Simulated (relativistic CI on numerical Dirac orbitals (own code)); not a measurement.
Hyperfine structure of Lu⁺, mass number 175

Method of calculation: Dirac-Coulomb-Breit CI, separate exchange-only KLI orbitals for each configuration, a model potential for QED, valence Slater integrals scaled by 0.85, P86 correlation energy added to each configuration (own radial code, finite nucleus).

Configurations in the expansion (outside the closed core [Xe]): 4f14.6s2, 4f14.6s.5d, 4f14.6s.6p, 4f14.5d.6p, 4f14.6s.7s, 4f14.6s.6d, 4f14.5d.5f, 4f14.6s.7p, 4f13.6s2.5d, 4f14.6s.8s, 4f14.5d2, 4f13.5d3, 4f14.6p2, 4f13.5d.6p2, 4f14.5d.6d, 4f13.5d2.6d, 4f14.5d.7s, 4f13.5d2.7s. Double excitations out of closed p, d and f shells are left out; levels of such configurations are missing from the list, as are those of other unlisted configurations, and high levels can miss mixing partners.

Nuclear spin I = 7/2, μ = 2.2257 μN, Q = 3.49 b (tables of Stone and Pyykkö). The electronic factors are computed for point nuclear moments, without core polarisation; leaving it out makes A of s and p electrons in near-neutral atoms 20 to 40 % too small, and it can dominate for d and f shells.

```
           Level  E (eV)  A (MHz)  B (MHz)
 4f14.6s.5d 3D_1  1.3778    -1893      709
 4f14.6s.5d 3D_2  1.4382     1706     1020
 4f14.6s.5d 3D_3  1.5820     1707     1640
 4f14.6s.5d 1D_2  1.9746   -455.2     1370
4f14.6s.6p 3P°_1  3.0550     4491    -1480
   4f14.5d2 3F_2  3.4092    318.4      513
4f14.6s.6p 3P°_2  3.4863     2711     2550
   4f14.5d2 3F_3  3.5136    194.8      497
```

Levels with J = 0, under 50 % of one LS term, or S terms without an open s electron are left out. Small factors come from cancelling terms and can be off by tens of per cent or more.

Correlation outside the listed configurations is missing or only estimated: errors of thousands of cm⁻¹ between configurations and terms are usual at this charge. Rates and lifetimes follow the computed energies and can be off by large factors. The fine structure of a lone outer electron comes out too small, for d and f at times inverted, and misplaced configurations move strength between like terms. 28 of the 29 excited levels that our extract of the measured tables holds in this range could be paired (the sources list more); they are missed by 2957 cm⁻¹ on average and 4656 at most, and levels without a partner can miss by more.

Problem. Give the hyperfine levels of 4f14.6s.5d 3D_1 relative to its centre of gravity.

Solution. With K = F(F + 1) − I(I + 1) − J(J + 1), E = AK/2 + B[¾K(K + 1) − I(I + 1)J(J + 1)]/[2I(2I − 1)J(2J − 1)]: F = 5/2: 8897, F = 7/2: 1386, F = 9/2: -6447 MHz.

LS names give the leading component of a level, which can be under half, so a name can repeat, a term be missing and a line seem to break the LS rules.
